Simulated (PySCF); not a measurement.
# AsSe: frontier orbitals

ωB97M-V at R = 2.145 Å; PySCF, spin-free X2C with a Gaussian nucleus, basis sets As x2c-TZVPPall, Se x2c-TZVPPall. State: ²Π (doublet), unpaired electrons π ↑. Only the outer orbitals are listed, counted within each symmetry.

```json
{"spin": "α", "orbital": "13σ", "occ.": "1", "ε (eV)": "-23.45", "on As (%)": "34", "main shells (%)": "63 Se s, 29 As s"}
{"spin": "α", "orbital": "14σ", "occ.": "1", "ε (eV)": "-18.30", "on As (%)": "63", "main shells (%)": "60 As s, 29 Se s"}
{"spin": "α", "orbital": "15σ", "occ.": "1", "ε (eV)": "-11.05", "on As (%)": "48", "main shells (%)": "49 Se p, 40 As p"}
{"spin": "α", "orbital": "7π", "occ.": "1", "ε (eV)": "-10.85", "on As (%)": "42", "main shells (%)": "58 Se p, 41 As p"}
{"spin": "α", "orbital": "7π", "occ.": "1", "ε (eV)": "-10.26", "on As (%)": "38", "main shells (%)": "61 Se p, 36 As p"}
{"spin": "α", "orbital": "8π", "occ.": "1", "ε (eV)": "-7.48", "on As (%)": "59", "main shells (%)": "58 As p, 40 Se p"}
{"spin": "α", "orbital": "8π", "occ.": "0", "ε (eV)": "-1.68", "on As (%)": "63", "main shells (%)": "62 As p, 36 Se p"}
{"spin": "α", "orbital": "16σ", "occ.": "0", "ε (eV)": "1.99", "on As (%)": "65", "main shells (%)": "67 As p, 40 Se p"}
{"spin": "α", "orbital": "17σ", "occ.": "0", "ε (eV)": "6.59", "on As (%)": "70", "main shells (%)": "59 As p, 55 Se d, 15 As s"}
{"spin": "β", "orbital": "13σ", "occ.": "1", "ε (eV)": "-23.16", "on As (%)": "31", "main shells (%)": "66 Se s, 26 As s"}
{"spin": "β", "orbital": "14σ", "occ.": "1", "ε (eV)": "-17.52", "on As (%)": "64", "main shells (%)": "62 As s, 26 Se s, 9 Se p"}
{"spin": "β", "orbital": "15σ", "occ.": "1", "ε (eV)": "-10.78", "on As (%)": "49", "main shells (%)": "48 Se p, 40 As p"}
{"spin": "β", "orbital": "7π", "occ.": "1", "ε (eV)": "-10.18", "on As (%)": "32", "main shells (%)": "67 Se p, 29 As p"}
{"spin": "β", "orbital": "7π", "occ.": "1", "ε (eV)": "-9.71", "on As (%)": "28", "main shells (%)": "70 Se p, 26 As p"}
{"spin": "β", "orbital": "8π", "occ.": "0", "ε (eV)": "-1.43", "on As (%)": "69", "main shells (%)": "69 As p, 29 Se p"}
{"spin": "β", "orbital": "8π", "occ.": "0", "ε (eV)": "-0.84", "on As (%)": "73", "main shells (%)": "72 As p, 26 Se p"}
{"spin": "β", "orbital": "16σ", "occ.": "0", "ε (eV)": "2.12", "on As (%)": "67", "main shells (%)": "70 As p, 40 Se p"}
```

Task: Which are the highest filled and the lowest empty level, where do they sit, and how wide is the gap?

Result: Highest filled α 8π at -7.48 eV (in %: 58 As p, 40 Se p); lowest empty α 8π at -1.68 eV (in %: 62 As p, 36 Se p); the gap at ωB97M-V is 5.80 eV. Both belong to one degenerate shell, split only by its one-sided filling, so this is no excitation gap.

```json
{"bond order (Mayer)": "2.30", "⟨S²⟩": "0.758", "charge on As (Mulliken, basis-dependent)": "0.12", "charge on As (Löwdin, basis-dependent)": "0.07", "dipole moment (positive dipole means As(−)Se(+))": "-1.05 D"}
```

Spin–orbit coupling is left out. The state was picked by a PBE0 search and need not be the measured ground state.
